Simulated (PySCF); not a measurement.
Ta(NH)(OMe)3, C3H10NO3Ta (singlet state).
Bonds: Ta1–N2, Ta1–O4, Ta1–O9, Ta1–O14, O4–C5, O9–C10, O14–C15. Hydrogens: H3 on N2; H6, H7, H8 on C5; H11, H12, H13 on C10; H16, H17, H18 on C15.

Method: PBE0-D3(BJ)/def2-SVP geometry optimisation, gas phase, def2 core potentials past Kr in PySCF; density fitting, grid level 1; the optimiser is geomeTRIC in internal coordinates, started from a GFN2-xTB structure with every atom displaced at random (about 0.03 Å).

Step 2: E = -12440.8817 eV
```
atom  x, y, z in Å  |  force x, y, z in eV/Å
Ta1     0.0120    0.0312    0.0637   -0.087   0.447  -0.040
N2      0.0237   -0.0293    1.8399    0.047  -0.062  -0.043
H3      0.0433   -0.0758    2.8526   -0.011   0.022  -0.100
O4      1.6150   -0.7703   -0.6021   -0.271   0.090   0.025
C5      2.7695   -1.5097   -0.4251    0.264  -0.293  -0.008
H6      2.9687   -1.7407    0.6382   -0.110   0.052   0.000
H7      3.6547   -0.9736   -0.8131   -0.097   0.071  -0.033
H8      2.7069   -2.4738   -0.9700   -0.037   0.143   0.064
O9     -0.0984    1.8632   -0.4970    0.052  -0.488   0.057
C10    -0.1591    3.2177   -0.2093   -0.026   0.075   0.006
H11    -0.1278    3.4070    0.8789   -0.002  -0.006  -0.007
H12    -1.0936    3.6581   -0.6080    0.089  -0.055   0.031
H13     0.6917    3.7490   -0.6754   -0.055  -0.030   0.027
O14    -1.5447   -0.8876   -0.5471    0.116  -0.065   0.022
C15    -2.6450   -1.6916   -0.2661    0.109  -0.023  -0.044
H16    -2.8633   -1.7225    0.8148    0.042  -0.013   0.050
H17    -2.4679   -2.7264   -0.6178   -0.023   0.105   0.047
H18    -3.5422   -1.3080   -0.7793    0.000   0.031  -0.053
```

Step 3: E = -12440.8952 eV
```
atom  x, y, z in Å  |  force x, y, z in eV/Å
Ta1     0.0096    0.0401    0.0531   -0.224   0.192  -0.061
N2      0.0302   -0.0268    1.8246    0.031  -0.034   0.186
H3      0.0522   -0.0719    2.8352   -0.005   0.011  -0.008
O4      1.5926   -0.7666   -0.6107    0.004  -0.080  -0.152
C5      2.7461   -1.5069   -0.4219    0.123  -0.082   0.051
H6      2.9291   -1.7052    0.6494    0.013   0.002  -0.005
H7      3.6181   -0.9653   -0.8269    0.018  -0.009   0.000
H8      2.6787   -2.4796   -0.9440   -0.018   0.066   0.017
O9     -0.0940    1.8574   -0.5047    0.030  -0.034  -0.044
C10    -0.1513    3.2100   -0.2035   -0.005   0.008   0.058
H11    -0.1224    3.3849    0.8868   -0.006   0.003  -0.002
H12    -1.0825    3.6523   -0.5987    0.014   0.004  -0.004
H13     0.7013    3.7433   -0.6589   -0.013  -0.002  -0.011
O14    -1.5339   -0.8901   -0.5570    0.077  -0.052  -0.069
C15    -2.6268   -1.6946   -0.2677    0.024  -0.006   0.020
H16    -2.8342   -1.7148    0.8166   -0.030  -0.014   0.005
H17    -2.4458   -2.7313   -0.6051   -0.016   0.035   0.008
H18    -3.5233   -1.3181   -0.7889   -0.018  -0.008   0.010
```

Problem. Estimate the geometry and energy of step 4. (The exact step hangs on the optimiser's Hessian estimate; all steps are aligned on step 3, rigid shifts and turns removed.)

Solution. E = -12440.8984 eV, largest force 0.182 eV/Å
```
atom  x, y, z in Å  |  force x, y, z in eV/Å
Ta1     0.0042    0.0455    0.0455    0.005  -0.031   0.179
N2      0.0312   -0.0242    1.8222    0.004   0.001  -0.120
H3      0.0552   -0.0676    2.8323   -0.003   0.005   0.015
O4      1.5890   -0.7700   -0.6207   -0.089   0.005  -0.084
C5      2.7451   -1.5077   -0.4212    0.022   0.007   0.052
H6      2.9294   -1.6864    0.6531    0.022  -0.003   0.000
H7      3.6155   -0.9741   -0.8398    0.018  -0.008   0.005
H8      2.6706   -2.4864   -0.9261    0.003  -0.002  -0.004
O9     -0.0943    1.8608   -0.5108    0.011   0.037  -0.044
C10    -0.1494    3.2117   -0.1986    0.002   0.002   0.047
H11    -0.1238    3.3785    0.8930   -0.003  -0.004  -0.003
H12    -1.0770    3.6591   -0.5940   -0.012   0.011  -0.010
H13     0.7050    3.7458   -0.6483    0.004   0.003  -0.010
O14    -1.5334   -0.8936   -0.5648    0.055  -0.031  -0.048
C15    -2.6245   -1.6980   -0.2687   -0.022   0.011   0.027
H16    -2.8338   -1.7129    0.8158   -0.011   0.000  -0.008
H17    -2.4428   -2.7356   -0.5985    0.001  -0.002  -0.007
H18    -3.5226   -1.3279   -0.7926   -0.007  -0.004   0.015
```

The energy changes by -0.0032 eV. The first-order estimate −F·Δx gives -0.0051 eV and the mean of the old and new forces, exact on a quadratic surface, -0.0028 eV. The step makes an angle of 76° with the force vector and moves no atom by more than 0.021 Å.

What follows is the cost of the whole optimisation. Hardware: one thread of an AMD EPYC 9R14, no GPU, shared host with 96 logical CPUs at a one-minute load of 11. Cost: 3.5 min of wall time, 0.75 GiB resident at most.
